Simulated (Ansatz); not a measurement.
Relaxation of BH$_{5}$O$_{3}$Se (10 atoms, charge 0, multiplicity 1), to a largest force component of 0.03 eV/Å in at most 50 steps.

All numbers below come from RKS PBE/def2-SVP (Ansatz 0.2.0).

```xyz
10
Properties=species:S:1:pos:R:3:forces:R:3
B -0.030 -0.645 0.596 0.90 -0.52 -1.05
O 0.854 -1.062 -0.474 -0.94 0.39 1.17
O 0.547 -0.061 1.691 0.06 -0.03 0.00
O -1.389 -0.801 0.602 0.02 -0.03 0.01
H 0.530 0.963 -1.448 -0.19 0.22 0.00
Se -0.475 2.069 -1.310 0.18 -0.04 -0.09
H 0.383 -1.584 -1.147 0.01 0.00 0.00
H 1.518 -0.106 1.631 -0.03 0.01 -0.01
H -1.779 -0.915 -0.280 0.02 0.00 0.00
H -0.160 2.142 0.140 -0.02 0.00 -0.03
```

Where does it end, and by what steps?

It converged. The force dipped under the threshold on the way, but the program's further checks kept it going. After 29 steps the energy has fallen by 0.185 eV; H8 moved furthest, 1.41 Å.

```json
{"step": "0", "energy less start (eV)": "0.0000", "largest force component (eV/Å)": "1.170", "accepted": "yes"}
{"step": "2", "energy less start (eV)": "-0.0015", "largest force component (eV/Å)": "1.198", "accepted": "no"}
{"step": "4", "energy less start (eV)": "-0.0749", "largest force component (eV/Å)": "0.091", "accepted": "yes"}
{"step": "6", "energy less start (eV)": "-0.0787", "largest force component (eV/Å)": "0.059", "accepted": "yes"}
{"step": "8", "energy less start (eV)": "-0.0847", "largest force component (eV/Å)": "0.316", "accepted": "yes"}
{"step": "10", "energy less start (eV)": "-0.1216", "largest force component (eV/Å)": "0.460", "accepted": "yes"}
{"step": "12", "energy less start (eV)": "-0.1559", "largest force component (eV/Å)": "0.486", "accepted": "yes"}
{"step": "14", "energy less start (eV)": "-0.1461", "largest force component (eV/Å)": "0.549", "accepted": "no"}
{"step": "16", "energy less start (eV)": "-0.1755", "largest force component (eV/Å)": "0.034", "accepted": "yes"}
{"step": "18", "energy less start (eV)": "-0.1792", "largest force component (eV/Å)": "0.104", "accepted": "yes"}
{"step": "20", "energy less start (eV)": "-0.1819", "largest force component (eV/Å)": "0.056", "accepted": "yes"}
{"step": "22", "energy less start (eV)": "-0.1832", "largest force component (eV/Å)": "0.069", "accepted": "yes"}
{"step": "24", "energy less start (eV)": "-0.1837", "largest force component (eV/Å)": "0.027", "accepted": "yes"}
{"step": "26", "energy less start (eV)": "-0.1843", "largest force component (eV/Å)": "0.061", "accepted": "yes"}
{"step": "28", "energy less start (eV)": "-0.1847", "largest force component (eV/Å)": "0.030", "accepted": "yes"}
{"step": "29", "energy less start (eV)": "-0.1848", "largest force component (eV/Å)": "0.020", "accepted": "yes"}
```

```xyz
10
Properties=species:S:1:pos:R:3
B 0.170 -0.799 0.934
O 0.921 -0.938 -0.222
O 0.732 -1.144 2.138
O -1.124 -0.322 0.965
H 0.639 1.740 -1.862
Se -0.803 1.551 -2.164
H 0.435 -0.633 -1.011
H 1.640 -1.464 2.000
H -1.449 -0.127 0.068
H -1.161 2.136 -0.846
```

Whether the end is a true minimum wasn't checked by a vibrational analysis.

Run time: 65 s on 2 threads of Arm Neoverse V1, with other jobs on the host, peak memory 0.15 GiB.
